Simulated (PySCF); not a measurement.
## Assigning NMR signals

Cartesian coordinates in Å; atom numbers follow the order of the lines, from 1:
```xyz
19

C    -2.594   -0.368    0.494
C    -1.501   -0.477   -0.566
C    -0.232    0.243   -0.206
C     0.879   -0.430    0.138
O     2.010    0.148    0.550
C     3.121   -0.695    0.719
C    -0.260    1.744   -0.148
F     0.819    2.309   -0.693
F    -0.346    2.201    1.111
F    -1.326    2.229   -0.805
H    -2.253   -0.788    1.453
H    -2.879    0.680    0.670
H    -3.498   -0.912    0.182
H    -1.257   -1.537   -0.741
H    -1.881   -0.085   -1.524
H     0.879   -1.528    0.103
H     3.933   -0.080    1.127
H     3.450   -1.128   -0.241
H     2.903   -1.513    1.428
```

[PySCF: PBE0-D3(BJ)/def2-SVP geometry; shieldings: GIAO B3LYP/pcSseg-1; a single conformation; averaged over atoms made equivalent by symmetry, fast rotation or ring inversion; non-relativistic Hamiltonian; no solvent model]

Referencing at the same level of theory: TMS for ¹³C (σref 179.24), ¹H (σref 31.38).

(1) Assign these signals to the numbered atoms. ¹³C{¹H} NMR (computed): δ 156.2, 131.8, 118.1, 60.1, 27.8, 18.7.

(2) Assign these signals to the numbered atoms. ¹H NMR (400 MHz, computed): δ 5.95 (m, 1H), 3.63 (s, 3H), 1.97 (q, 2H), 1.09 (t, 3H).

Answers

(1) 
156.2 → C4, alkene carbon bearing oxygen: an sp2 carbon further deshielded by the attached heteroatom
131.8 → C7, CF3 carbon: 3 electronegative neighbours deshield it
118.1 → C3, β carbon of an enol-ether or enamine type C=C
60.1 → C6, methyl carbon bonded to O: pulled downfield by the heteroatom
27.8 → C2, allylic sp3 CH2: saturated and bonded to C and H only
18.7 → C1, methyl carbon: aliphatic region, no heteroatom directly attached

(2) 
| δ (ppm) | atoms | environment | reason |
| --- | --- | --- | --- |
| 5.95 | H16 | hydrogen on an alkene carbon bearing oxygen | olefinic region |
| 3.63 | H17/H18/H19 | hydrogen on a methyl carbon bonded to O | its carbon carries O, an electronegative neighbour |
| 1.97 | H14/H15 | hydrogen on an allylic sp3 CH2 | allylic position |
| 1.09 | H11/H12/H13 | hydrogen on a methyl carbon | – |

Splittings by ¹⁹F in the carbon and heteronuclear signals aren't shown, as no couplings were computed. Shifts are as computed. Against solution values, carbons near 30 ppm lie about +2 ppm off and those near 130 ppm about +6 ppm. Of 1211 compounds with measured shifts, 218 miss one by over three times the rms of a fit or turn the order of signals round; such compounds aren't used in these exercises. Multiplicities follow the n + 1 count of equivalent neighbours, as no J values were calculated; m marks all less simple cases, F and P coupling included.
